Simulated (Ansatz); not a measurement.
Ansatz results at the PBE0-D4/def2-TZVP geometry: HOMO–LUMO gap (PBE/def2-TZVPP) 5.46 eV; LUMO energy (B3LYP/def2-TZVPP) -1.28 eV; size of the dipole moment (ωB97M-V/def2-TZVPP) 0.70 D.

Each molecule was computed in one conformer, which needn't be the lowest.

Problem. Which molecule gave them?
A. `[SiH3][O][Al]([Cl])[O][SiH3]`
B. `C[NH][Al]([F])[F]`
C. `[CH3][AlH][C]#N`
D. `C[NH][Al]([F])[Cl]`

Solution. A. The others give `C[NH][Al]([F])[Cl]`: 4.49, -0.87, 2.41; `C[NH][Al]([F])[F]`: 4.42, -0.94, 2.49; `[CH3][AlH][C]#N`: 4.57, -2.35, 3.98.

B3LYP here is the variant with VWN-RPA as its local correlation; programs differ in this.
